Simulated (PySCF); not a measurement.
**Two-component Hartree-Fock for Mo (molybdenum, neutral)**

Start: [Kr] 4d5 5s1; 4d5/2 filled at m_j = -3/2, -1/2, +1/2, +3/2, +5/2; 5s1/2 filled at m_j = +1/2. Calculated with PySCF 2.14 in x2c-SVPall-2c with one added diffuse shell each of s, p, d type (7s9p7d1f, 76 functions): generalised Hartree-Fock with the X2C-1e Hamiltonian and a Gaussian nucleus; one run each with spin-orbit coupling (SO) switched off, then screened by Boettger's factors. This is a chosen level, not necessarily the ground level.

| spinor shell | electrons | ε, spin-free (eV) | ε, screened SO (eV) | weight of nominal j (screened SO) | rms radius, screened SO (bohr) |
| --- | --- | --- | --- | --- | --- |
| 1s1/2 | 2 | -20103.7 | -20102.7 | 1.000 | 0.0404 |
| 2s1/2 | 2 | -2913.4 | -2913.1 | 1.000 | 0.166 |
| 2p1/2 | 2 | -2598.7 | -2672.4 | 1.000 | 0.145 |
| 2p3/2 | 4 | -2598.7 | -2564.1 | 1.000 | 0.149 |
| 3s1/2 | 2 | -527.74 | -527.67 | 1.000 | 0.456 |
| 3p1/2 | 2 | -421.56 | -434.18 | 1.000 | 0.455 |
| 3p3/2 | 4 | -421.56 | -415.60 | 1.000 | 0.466 |
| 3d3/2 | 4 | -248.77 | -250.90 | 0.971 | 0.452 |
| 3d5/2 | 6 | -248.77 | -247.29 | 0.981 | 0.455 |
| 4s1/2 | 2 | -78.850 | -78.839 | 1.000 | 1.19 |
| 4p1/2 | 2 | -47.653 | -52.350 | 0.655 | 1.34 |
| 4p3/2 | 4 | -47.653 | -45.353 | 0.827 | 1.34 |
| 4d5/2 | 5 | -9.375 | -9.373 | 0.583 | 2.12 |
| 5s1/2 | 1 | -6.501 | -6.501 | 1.000 | 3.94 |

| quantity | spin-free | screened SO |
| --- | --- | --- |
| E (hartree) | -4045.60926 | -4046.06527 |
| M_J | 3 | 3 |
| ⟨J²⟩ | 12.003 | 12.004 |
| ⟨L²⟩ | 0.000 | 0.013 |
| ⟨S²⟩ | 12.003 | 12.000 |

Each row is a mean over spinors that exchange with the open shell spreads, by up to 8.016 eV (4p3/2).

Rows whose weight is well below 1 are mixtures of j = l ± 1/2: exchange outweighs spin-orbit coupling there, and the label is only the starting occupation.

Breit and QED terms are absent; they matter most for the inner s and p1/2 levels.

Densities and radii are taken from the X2C orbitals without a picture-change correction, which distorts them close to the nucleus.

Without spin-orbit coupling the j labels of p, d and f shells carry no meaning; the spin-free column gives the mean over the occupied spinors of each nl shell.
